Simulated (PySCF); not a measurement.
HAlBr₂O (SMILES [OH][Al]([Br])[Br]), singlet, geometry from GFN2-xTB (such geometries of metal compounds can be far from the true shape).

Input for PySCF:
```python
from pyscf import gto, scf, mcscf
import numpy

mol = gto.M(
    atom='''
Al    0.52314072   -0.16002934    0.38517703
Br   -1.22013567   -1.56759525    0.25268460
Br    0.54205674    1.77502036   -0.75193923
O     1.79916875   -0.55036777    1.32468847
H     2.53858319   -0.77655549    1.86910310
''',
    basis='sto-3g',
    verbose=4,
)

mf = scf.RHF(mol)
mf.kernel()
mc = mcscf.CASSCF(mf, 6, 6)
mc.fix_spin_(ss=0.0)
mc.kernel()
occ = numpy.linalg.eigvalsh(mc.fcisolver.make_rdm1(mc.ci, mc.ncas, mc.nelecas))[::-1]
ss = mc.fcisolver.spin_square(mc.ci, mc.ncas, mc.nelecas)[0]
print('natural occupations', occ.round(4), ' <S^2>', round(ss, 4))
```

Task: Predict the SCF-reference HOMO energy from CASSCF(6,6)/STO-3G in PySCF.

Result: -8.22 eV

Task: What is the computed natural occupations of the active orbitals (CASSCF(6,6)/STO-3G)?

Result: 1.99, 1.99, 1.98, 0.02, 0.01, 0.01

Task: Give the number of basis functions at the level CASSCF(6,6)/STO-3G.

Result: 51

Task: Give the SCF-reference Mulliken (on the basis functions themselves) charges in atom order at the level CASSCF(6,6)/STO-3G.

Result: Al1 1.07, Br2 -0.34, Br3 -0.34, O4 -0.61, H5 0.22

Task: Predict the SCF-reference HOMO-LUMO gap from CASSCF(6,6)/STO-3G.

Result: 15.56 eV

Task: What nuclear repulsion energy does CASSCF(6,6)/STO-3G give?

Result: 518.2520 Eh
